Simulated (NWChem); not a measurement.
# C4H9O, doublet; SMILES [O]C(C)(C)C

```xyz
14

C      1.3110    -0.7147     0.0000
C     -0.0155     0.0831     0.0000
C     -0.8165    -0.2294     1.2687
C     -0.8165    -0.2294    -1.2687
O      0.4085     1.3858     0.0000
H      1.0746    -1.7893     0.0000
H      1.9034    -0.4768    -0.8944
H      1.9034    -0.4768     0.8944
H     -1.1094    -1.2898     1.3076
H     -1.7324     0.3801     1.2964
H     -0.2204     0.0093     2.1614
H     -0.2204     0.0093    -2.1614
H     -1.1094    -1.2898    -1.3076
H     -1.7324     0.3801    -1.2964
```
Atoms are numbered in this order, from 1.

All runs: NWChem. Pople sets run with spherical d functions. Spin-unrestricted. In the optimisation the excess spin sits in a' (Cs, its own frame). The radical's symmetric form is orbitally degenerate, so geometry and low modes hang on which distorted state is reached. Structure relaxed at the PBE0/def2-SVP, spin-unrestricted level. No stability test was run on the SCF state. Total energies compare along this basis series because the functional is fixed.

```json
[
 {"level": "PBE/3-21G", "basis functions": "63", "energy (Ha)": "-231.4255", "highest occupied level (eV)": "?", "lowest empty minus highest occupied level, either spin (eV)": "0.59", "dipole (D)": "?", "<S²>": "0.751"},
 {"level": "PBE/6-31G*", "basis functions": "88", "energy (Ha)": "-232.6873", "highest occupied level (eV)": "-5.19", "lowest empty minus highest occupied level, either spin (eV)": "0.63", "dipole (D)": "2.00", "<S²>": "0.752"},
 {"level": "PBE/6-31+G*", "basis functions": "108", "energy (Ha)": "-232.7006", "highest occupied level (eV)": "-5.67", "lowest empty minus highest occupied level, either spin (eV)": "0.62", "dipole (D)": "2.35", "<S²>": "0.752"},
 {"level": "PBE/6-311G**", "basis functions": "144", "energy (Ha)": "-232.7579", "highest occupied level (eV)": "-5.49", "lowest empty minus highest occupied level, either spin (eV)": "0.65", "dipole (D)": "2.05", "<S²>": "0.752"},
 {"level": "PBE/6-311++G**", "basis functions": "173", "energy (Ha)": "-232.7642", "highest occupied level (eV)": "-5.72", "lowest empty minus highest occupied level, either spin (eV)": "0.63", "dipole (D)": "2.34", "<S²>": "0.752"}
]
```

### Question
Some entries are withheld; supply them.

### Answer

- PBE/3-21G, highest occupied level (eV): -4.75
- PBE/3-21G, dipole (D): 1.89
